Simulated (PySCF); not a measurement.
NMR data simulated for an unnamed compound:

¹H NMR (500 MHz, computed): δ 11.61 (br s, 1H), 8.22 (d, 1H), 6.47 (m, 1H), 5.89 (m, 1H).

¹³C{¹H} NMR (computed): δ 173.1 (CH), 158.6 (CH), 127.8 (CH).

PySCF calculation with PBE0/pcSseg-1 with gauge-including orbitals and GFN2-xTB structure; rapidly exchanging positions averaged, non-relativistic, no solvent model, a single conformation.

Chemical shifts δ = σref − σ; ¹H (σref 31.72) and ¹³C (σref 186.93) against TMS, all at this level.

Which of these does the molecule contain: an N-methyl group, an NH or NH2 group, an aldehyde, a non-aromatic C=C double bond, a C≡C triple bond?

## Answers


- An N-methyl group: no.
- An NH or NH2 group: yes (δH 11.61 (br s)).
- An aldehyde: no.
- A non-aromatic C=C double bond: yes.
- A C≡C triple bond: no.

The data belong to `[H]/N=C\C=C\[Si](F)(F)F`, C$_{3}$H$_{4}$F$_{3}$NSi; they needn't prove each group on their own.

Carbon signals by region: 1 in the far downfield region (above 160 ppm), 2 in the sp2 and nitrile region (100–160 ppm). Above 160 ppm: 173.1, C=N carbon.

OH and NH positions are those of a molecule without intermolecular hydrogen bonds; in solution they move with solvent, concentration and temperature, and exchange usually removes their couplings. Splittings by ¹⁹F in the carbon and heteronuclear signals aren't shown, as no couplings were computed. Shifts are as computed. Against solution values, carbons near 30 ppm lie about +3 ppm off and those near 130 ppm about +5 ppm. Of 1211 compounds with measured shifts, 218 miss one by over three times the rms of a fit or turn the order of signals round; such compounds aren't used in these exercises. Multiplicities follow the n + 1 count of equivalent neighbours, as no J values were calculated; m marks all less simple cases, F and P coupling included.
